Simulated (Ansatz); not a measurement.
Breaking the Sn1–H2 bond in H4Sn (SMILES [SnH4]) (multiplicity 1 held, fragments rigid). Energies count from the point at 1.709 Å.
Geometry at that point (charge 0, multiplicity 1):
| atom | x (Å) | y (Å) | z (Å) |
|---|---|---|---|
| Sn | 0.0000 | 0.0000 | 0.0000 |
| H | 1.3017 | 0.6999 | -0.8572 |
| H | 0.6024 | -0.8591 | 1.3484 |
| H | -1.0572 | 1.2310 | 0.5349 |
| H | -0.8469 | -1.0719 | -1.0261 |

Restricted levels (R-, RO-) in cc, def2 and unpolarised 6-31G sets keep to the state of the molecule at rest. Active spaces are followed from a long bond inwards. Curves can end on different states.

Cores are frozen in the correlated methods. Filled d and f shells under p-block atoms count as core.

Programs: Ansatz (a program for electronic structure) with Gaussian orbitals. Each number belongs to the level named beside it. In def2 rows elements past Kr take small-core potentials, without spin–orbit coupling.

Energies in eV.

```csv
R (Å),R-HF/def2-SVP,R-SCS-MP2/def2-SVP,R-CCSDT/def2-SVP,"CASSCF(2,2)/def2-SVP","FIC-MRCISD+Q on CASSCF(2,2)/def2-SVP"
1.367,1.42,1.44,1.45,1.52,1.45
1.538,0.28,0.29,0.30,0.34,0.29
1.709,0.00,0.00,0.00,0.00,0.00
1.879,0.18,0.16,0.14,0.10,0.14
2.050,0.58,0.54,0.49,0.41,0.50
2.307,1.36,1.27,1.15,1.02,1.15
2.563,2.17,2.01,1.78,1.60,1.78
2.990,3.40,3.06,2.57,2.35,2.57
3.417,4.42,3.81,2.99,2.76,2.99
3.930,5.36,4.32,3.20,2.96,3.20
4.613,6.25,4.43,3.27,3.02,3.26
5.467,6.92,3.92,3.28,3.04,3.28
```

Doubts at one or more of the structures used: a restricted determinant that unrestricted orbitals would lower (R-HF/def2-SVP, R-SCS-MP2/def2-SVP, R-CCSDT/def2-SVP); other coupled-cluster roots lie near (R-CCSDT/def2-SVP); T1 above 0.05 (R-CCSDT/def2-SVP).
